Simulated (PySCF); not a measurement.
## Correlation energy of Hg⁶⁸⁺ (mercury, charge +68)

[Ne] 3s2, closed-shell 1S. Calculation: PySCF 2.14, in an uncontracted even-tempered set (17 s from 21 bohr⁻², ratio 2.5; 12 p from 28 bohr⁻², ratio 2.5; 4 d from 100 bohr⁻², ratio 2.7; 4 f from 150 bohr⁻², ratio 2.7); the spin-free X2C one-electron Hamiltonian (Gaussian nucleus). Frozen: 1s2; 10 electrons correlated; the 20 highest virtual orbitals of each spin left out.

| level | correlation energy (mhartree) |
| --- | --- |
| CCSD | -497.10 |
| (T) | -0.26 |
| CCSD(T) | -497.36 |

Diagnostics: T1 = 7.9e-05, D1 = 0.0002, largest double amplitude 0.027.

Cost of the coupled-cluster step: of the order of 6 core-seconds, for 10 correlated electrons.

At this charge the one-electron X2C treatment keeps the bare 1/r₁₂, with no two-electron picture change or Breit term. The effect here is smaller than on the frozen 1s shell; and a scalar Hamiltonian misses the large spin-orbit splitting of the p shells, which matters for ns² → np² pairs.
